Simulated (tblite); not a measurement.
Q: Give a GFN2-xTB geometry of `C=C(Cl)[SiH2]C(C)C`.

A: 
```
atom  x, y, z in Å
C1     3.0708    0.5592    0.1986
C2     1.9897    0.4026   -0.5448
Cl3    1.7288    1.4676   -1.8945
Si4    0.6193   -0.8915   -0.3478
C5    -1.0405    0.0265   -0.1292
C6    -2.2026   -0.9566   -0.0117
C7    -1.0165    0.9631    1.0784
H8     3.2447   -0.0988    1.0319
H9     3.8090    1.3236    0.0157
H10    0.5922   -1.7070   -1.5650
H11    0.9425   -1.7058    0.8285
H12   -1.2154    0.6394   -1.0203
H13   -3.1477   -0.4226    0.0788
H14   -2.2577   -1.6023   -0.8851
H15   -2.0847   -1.5863    0.8675
H16   -1.9662    1.4893    1.1707
H17   -0.2247    1.7028    0.9802
H18   -0.8495    0.4033    1.9968
```

Any rigid rotation of these coordinates is as good. Atoms count from 1 in this order. The 3 C–C bonds span 1.321 Å (C1=C2, drawn double) to 1.528 Å (C5–C7, drawn single), a spread of 0.207 Å. Of the pairs four or more bonds apart, C2···H17 is among the closest relative to their van der Waals radii: 2.99 Å, 103 % of the sum of Bondi's values. Si4 (SiH2 silicon) is tetrahedral (angles from 107.6° to 111.5°).

Bonds between heavy atoms (Å): C1=C2 1.321, C2–Cl3 1.739, C2–Si4 1.895, Si4–C5 1.909, C5–C6 1.527, C5–C7 1.528.

Computed geometry: GFN2-xTB, gas phase.

Point group: C1 (no symmetry element, even within 0.4 Å). Its GFN2-xTB frequencies are all real (lowest 27 cm⁻¹). One conformer, not necessarily the lowest (C1–C2–Si4–C5 122°, C2–Si4–C5–C6 178°).
